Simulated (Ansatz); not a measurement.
Problem. Name a neutral molecule of C, Cl, Ga, N and H with LUMO energy (B3LYP/def2-TZVPP) between -1.35 and -1.05 eV and LUMO energy (ωB97M-V/def2-TZVPP) between 0.75 and 1.05 eV (Ansatz, PBE0-D4/def2-TZVP geometry).

Solution. `NC[NH][GaH][Cl]` (-1.07 eV, 0.86 eV). Other molecules can fit too; these were computed, each in one conformer that needn't be the lowest.

B3LYP here is the variant with VWN-RPA as its local correlation; programs differ in this.
